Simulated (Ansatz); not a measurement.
Computed with Ansatz on PBE0-D4/def2-TZVP structures; ΔE is electronic, products minus reactants. CBS: MP2 limit from def2 TZ/QZ plus the TZ coupled-cluster correction, frozen cores. DFT in def2-TZVPP. Each species was taken in one conformer, which may not be the lowest.

Reaction (ligand exchange at the Si–C bond): `OCSC[SiH3]` + `CC(N)N` → `CC(N)N[SiH3]` + `CSCO`

`OCSC[SiH3]`:

Z-matrix (Å, degrees):
```
C
S 1 1.804
O 1 1.399 2 114.3
H 1 1.096 2 104.6 3 -123.8
H 1 1.091 2 110.0 3 119.7
C 2 1.813 1 99.5 3 -64.5
H 3 0.963 1 108.0 2 -54.8
Si 6 1.880 2 111.1 1 -83.3
H 6 1.093 2 106.6 1 156.7
H 6 1.092 2 108.6 1 41.6
H 8 1.485 6 109.2 2 -64.3
H 8 1.486 6 110.0 2 55.4
H 8 1.490 6 110.9 2 175.4
```

`CC(N)N`:

Cartesian coordinates in Å:
```
C 0.085 1.081 0.620
C 0.288 -0.264 -0.060
N 0.043 -0.269 -1.490
N -0.635 -1.225 0.511
H 0.299 1.026 1.692
H 0.748 1.834 0.187
H -0.951 1.407 0.495
H 1.345 -0.556 0.067
H -0.908 0.039 -1.664
H 0.670 0.370 -1.962
H -0.480 -2.134 0.093
H -0.506 -1.306 1.511
```

`CC(N)N[SiH3]`:

Z-matrix (Å, degrees):
```
C
C 1 1.519
H 1 1.096 2 110.1
H 1 1.091 2 110.7 3 119.1
H 1 1.091 2 110.8 3 -119.6
N 2 1.446 1 109.0 3 64.2
N 2 1.458 1 112.3 3 -63.0
H 2 1.097 1 108.5 3 -179.8
H 6 1.014 2 110.4 1 -54.8
H 6 1.013 2 109.8 1 -172.9
Si 7 1.718 2 123.7 1 -97.6
H 7 1.010 2 112.9 1 55.3
H 11 1.486 7 107.6 2 -172.3
H 11 1.496 7 115.6 2 67.3
H 11 1.488 7 108.3 2 -52.4
```

`CSCO`:

```xyz
10

C     0.026   -0.169   -1.531
S     1.189   -0.326   -0.168
C     0.039   -0.247    1.217
O    -0.620    0.980    1.358
H     0.611   -0.068   -2.446
H    -0.606   -1.054   -1.609
H    -0.591    0.720   -1.403
H     0.641   -0.505    2.097
H    -0.739   -1.002    1.093
H     0.050    1.671    1.392
```

| level | ΔE (eV) |
| --- | --- |
| r2SCAN-D4 | -0.53 |
| ωB97X-V | -0.54 |
| ωB97M-V | -0.53 |
| SCS-MP2/def2-QZVPP | -0.56 |

(1) What does CCSD(T)/CBS give? (Estimate.)

Largest T1 diagnostic among the species: 0.011.

Answers

(1) Computed: -0.51 eV. The listed levels differ from it by -0.02, -0.03, -0.02, -0.05 eV.

In def2-TZVPP, CCSD(T) changes the Hartree–Fock value by +0.13 eV (the triples alone add +0.02 eV) and MP2 by +0.12 eV.
